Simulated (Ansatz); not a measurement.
**How basis sets differ on SnSiH3Cl2F (SMILES [F][Sn]([SiH3])([Cl])[Cl])**

SnSiH3Cl2F: 8 atoms, total charge 0, spin state singlet. As SMILES, `[F][Sn]([SiH3])([Cl])[Cl]`. Geometry: relaxed at PBE0-D4/def2-TZVP.

Each level gives the dipole moment (D). The values are calculated.

```csv
level,kind,program,value (D),CPU time
HF/STO-3G,Hartree–Fock,Ansatz,4.78,4.5 s
HF/3-21G,Hartree–Fock,Ansatz,5.24,7.1 s
HF/def2-SVP (core potential),Hartree–Fock,Ansatz,4.71,9.7 s
HF/def2-TZVP (core potential),Hartree–Fock,Ansatz,4.72,48 s
```

All-electron rows without a relativistic Hamiltonian named are non-relativistic, while core potentials hold scalar relativity, so basis and relativity change together. The values span 4.71 to 5.24 D. Sets without polarisation functions give poor dipoles. CPU times are rough (shared hosts, several kinds of processor): they show what a rung costs within a factor of a few.
